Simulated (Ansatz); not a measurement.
One change: `O=CB(F)F` becomes `NB(F)F`.

Ansatz, PBE0-D4/def2-TZVP geometries, multiplicity 1. Each molecule was computed in one conformer, which needn't be the lowest.

```
                                        property  `O=CB(F)F`
           HOMO energy (ωB97M-V/def2-TZVPP) / eV      -10.25
           LUMO energy (ωB97M-V/def2-TZVPP) / eV       -0.45
size of the dipole moment (B3LYP/def2-TZVPP) / D        1.75
  zero-point energy (PBE0-D4/def2-TZVP) / kJ/mol        74.1
              LUMO energy (PBE0/def2-TZVPP) / eV       -2.78
         HOMO–LUMO gap (ωB97M-V/def2-TZVPP) / eV        9.80
```

What does the change do to each property? (Estimate.)

Computed: 
```
                                        property  `NB(F)F`  shift
           HOMO energy (ωB97M-V/def2-TZVPP) / eV    -11.06  -0.81
           LUMO energy (ωB97M-V/def2-TZVPP) / eV      1.90   2.35
size of the dipole moment (B3LYP/def2-TZVPP) / D      2.71   0.96
  zero-point energy (PBE0-D4/def2-TZVP) / kJ/mol      97.1   23.0
              LUMO energy (PBE0/def2-TZVPP) / eV      0.65   3.43
         HOMO–LUMO gap (ωB97M-V/def2-TZVPP) / eV     12.96   3.16
```

With PBE0 the HOMO falls by 0.79 eV and the LUMO rises by 3.43 eV, so the gap widens by about 4.22 eV. PBE moves the HOMO by -0.92 eV and ωB97M-V by -0.81 eV. Dipoles are sizes alone; their direction can turn.

B3LYP here is the variant with VWN-RPA as its local correlation; programs differ in this.
